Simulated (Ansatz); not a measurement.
Coupled-cluster diagnostics for Pb3Se2, Ansatz.

Geometry of the singlet (r2SCAN-D4/def2-SVP):

Cartesian coordinates in Å:
```
Pb -1.279 -0.919 0.671
Pb -0.672 -0.059 -2.344
Pb 1.697 -0.064 -0.210
Se 0.888 -0.754 2.257
Se -0.634 1.796 -0.374
```

In the def2 sets Pb takes a core potential; there is no spin–orbit coupling. Correlated methods freeze 30 core orbitals; core or outer-core shells of Pb, Se are correlated, in sets that lack core-valence functions. The geometry of the singlet was relaxed on an unsound state (restricted singlet, unstable towards broken spin symmetry at other levels and untested here). Another isomer (singlet) lies 1.00 eV lower at PBE0-D4/def2-TZVP; other spin states weren't run for this one.

Task: Estimate the CCSD(T) correlation energy, the shares of MP2 and (T), T1 and the reference's ⟨S²⟩ for: charge 0, singlet, own geometry in def2-SVP; and the rough time on 4 threads of Arm Neoverse V1 on a shared host.

Result: 
```
                          state     basis  correlation (eV)  MP2 share (%)  (T) share (%)     T1  ⟨S²⟩ (pure)  wall time                  remarks
charge 0, singlet, own geometry  def2-SVP           -21.881           95.1            4.6  0.016  0.00 (0.00)       62 s  restricted SCF unstable
```
Customary marks for T1 are 0.02 (closed shells), 0.045 (open shells) and about 0.05 (3d metals). T1 stays under 0.02 throughout.
